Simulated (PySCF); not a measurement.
Ge(NCS)Cl3, CCl3GeNS.
Cartesian coordinates in Å at the PBE0-D3(BJ)/def2-SVP level; atoms count from 1:
```xyz
7
CCl3GeNS angstrom
Ge    -0.0174   -0.0194   -1.0407
N     -0.0012    0.0697    0.7398
C      0.0516    0.0282    1.9358
S      0.1182   -0.0203    3.5013
Cl     1.9838   -0.0445   -1.7454
Cl    -1.0171    1.6776   -1.8293
Cl    -1.0260   -1.7933   -1.6300
```

Theory: TDDFT B3LYP/def2-SVPD, vertical, gas phase, core orbitals frozen in the response in PySCF. Note that the optimisation stopped short of convergence; the values belong to its last geometry. Relativistic effects, spin–orbit coupling among them, are left out although an element past zinc is present.

Ground-to-excited transition dipoles (e·a0, same axes as the geometry; the sign carries no meaning), for the states with f of 0.002 or more among the lowest 14:

```
state  E (hartree)      μx      μy      μz
   S2       0.1708   0.027  -0.107  -0.109
   S7       0.2280   0.364   0.121  -0.011
   S8       0.2282   0.136  -0.370   0.060
   S9       0.2413  -0.296   0.287   0.043
  S10       0.2423   0.315   0.322   0.044
  S11       0.2429   0.029   0.000   1.365
  S12       0.2469  -0.070   0.005  -2.369
  S13       0.2525   0.289   0.143   0.015
  S14       0.2527   0.147  -0.293  -0.060
```

Question: Work out the oscillator strengths.

Answer: f = (2/3) ΔE |μ|² with ΔE in hartree (27.2114 eV).

```
state  |μ|² (au)  |μ| (D)      f
   S2      0.024     0.39  0.003
   S7      0.147     0.98  0.022
   S8      0.159     1.01  0.024
   S9      0.172     1.05  0.028
  S10      0.205     1.15  0.033
  S11      1.864     3.47  0.302
  S12      5.616     6.02  0.924
  S13      0.104     0.82  0.018
  S14      0.111     0.85  0.019
```

Question: What angle do the transition dipoles of S9 and S12 make?

Answer: |cos θ| = |μa·μb| / (|μa| |μb|) = 0.08, so θ ≈ 85° (taken between 0 and 90°, since the signs are arbitrary).

Question: What peak molar absorption coefficient would the strongest computed level give as a lone Gaussian band 0.3 eV wide at half height?

Answer: ε(max) = 2.175×10⁸ f / FWHM, with the width in cm⁻¹. S12: 2.175×10⁸ × 0.9242 / 2420 ≈ 83000 L mol⁻¹ cm⁻¹.

S7/S8 and S13/S14 coincide within about 0.01 eV; within a degenerate level the directions of the single components are arbitrary.
